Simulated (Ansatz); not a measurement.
Complex (SMILES): F (HF) with Cl (HCl), atoms 1 to 2 the first; geometry from B3LYP-D3(BJ)/def2-TZVP, monomers rigid:
```xyz
4

F     -0.1993     0.2587    -0.2561
H     -0.6953    -0.4360     0.1164
Cl    -1.4096    -2.1732     1.4289
H     -0.3348    -2.0986     2.1286
```

Basis-set convergence of the counterpoise-corrected interaction energy at HF with Ansatz (an electronic-structure program). Cartesian d functions, on some or all atoms, in 6-31G**, 6-311+G**; all else is spherical. No added dispersion term, no relativity. Functions are those of the species that has most. Reference: the value in aug-cc-pV(5+d)Z, -1.46 kcal/mol. Deviations are taken from unrounded values.

```csv
basis,functions,counterpoise-corrected interaction energy (kcal/mol),minus reference (kcal/mol)
3-21G,26,-0.19,1.27
pcseg-0,26,-1.61,-0.15
def2-SV(P),36,-2.05,-0.59
6-31G**,44,-0.89,0.57
cc-pV(D+d)Z,47,-1.12,0.34
6-311+G**,65,-1.05,0.41
def2-SVPD,66,-1.50,-0.03
aug-pcseg-1,68,-1.40,0.06
cc-pV(T+d)Z,97,-1.34,0.12
def2-TZVPP,101,-1.44,0.02
jun-cc-pV(T+d)Z,115,-1.42,0.04
"6-311++G(3df,3pd)",122,-1.32,0.14
aug-pcseg-2,142,-1.44,0.02
def2-QZVPP,187,-1.45,0.01
pcseg-3,190,-1.45,0.01
def2-QZVPPD,211,-1.45,0.01
aug-pcseg-3,272,-1.45,0.01
cc-pV(5+d)Z,301,-1.46,0.00
```
